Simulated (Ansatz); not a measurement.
`CC(C)(C)O[Si]OC(C)(C)C`. Charge 0, multiplicity 1. The geometry is a stationary point of PBE0-D4/def2-TZVP. It is one conformer, not always the lowest.

```xyz
29

C    -1.315    0.549    2.001
C     0.171    0.436    2.302
C     0.411    0.415    3.803
C     0.948    1.572    1.653
O     0.662   -0.816    1.809
Si    0.815   -1.620    0.397
O     0.153   -0.557   -0.688
C    -0.041   -0.646   -2.099
C     0.476    0.656   -2.690
C    -1.537   -0.785   -2.339
C     0.705   -1.830   -2.697
H    -1.719    1.470    2.428
H    -1.853   -0.296    2.437
H    -1.489    0.557    0.924
H     0.062    1.343    4.262
H     1.476    0.300    4.014
H    -0.122   -0.422    4.259
H     0.630    2.532    2.065
H     2.017    1.455    1.845
H     0.784    1.582    0.575
H     0.321    0.680   -3.771
H     1.545    0.766   -2.491
H    -0.046    1.506   -2.246
H    -1.909   -1.711   -1.896
H    -2.072    0.053   -1.887
H    -1.758   -0.801   -3.409
H     0.347   -2.776   -2.284
H     1.778   -1.758   -2.499
H     0.559   -1.854   -3.779
```

What is the dipole moment at r2SCAN/def2-TZVPP? (Estimate.)

Ansatz gave: 2.19 D, with components (-0.90, 1.49, -1.34) D in this frame, pointing from negative to positive charge.

And with PBE, B3LYP, ωB97M-V? (Best estimate.)

Ansatz gave: PBE 2.11 D, B3LYP 2.05 D, ωB97M-V 2.01 D.

Give the Mulliken charges with r2SCAN, ωB97M-V, B3LYP in def2-TZVPP. (Best estimate.)

Ansatz gave: 
```tsv
atom	r2SCAN	ωB97M-V	B3LYP
C1	-0.23	-0.32	-0.31
C2	0.42	0.14	0.37
C3	-0.16	-0.28	-0.25
C4	-0.23	-0.32	-0.31
O5	-0.35	-0.28	-0.33
Si6	0.23	0.22	0.22
O7	-0.36	-0.31	-0.36
C8	0.32	0.09	0.29
C9	-0.18	-0.30	-0.26
C10	-0.19	-0.30	-0.27
C11	-0.17	-0.32	-0.26
H12	0.04	0.10	0.07
H13	0.05	0.11	0.08
H14	0.05	0.11	0.09
H15	0.04	0.09	0.07
H16	0.05	0.11	0.08
H17	0.05	0.11	0.08
H18	0.04	0.10	0.07
H19	0.05	0.11	0.08
H20	0.05	0.11	0.10
H21	0.04	0.11	0.08
H22	0.05	0.11	0.08
H23	0.05	0.11	0.08
H24	0.05	0.11	0.08
H25	0.05	0.11	0.09
H26	0.05	0.11	0.08
H27	0.07	0.13	0.09
H28	0.06	0.12	0.09
H29	0.04	0.11	0.08
```

B3LYP here is the variant with VWN-RPA as its local correlation; programs differ in this.
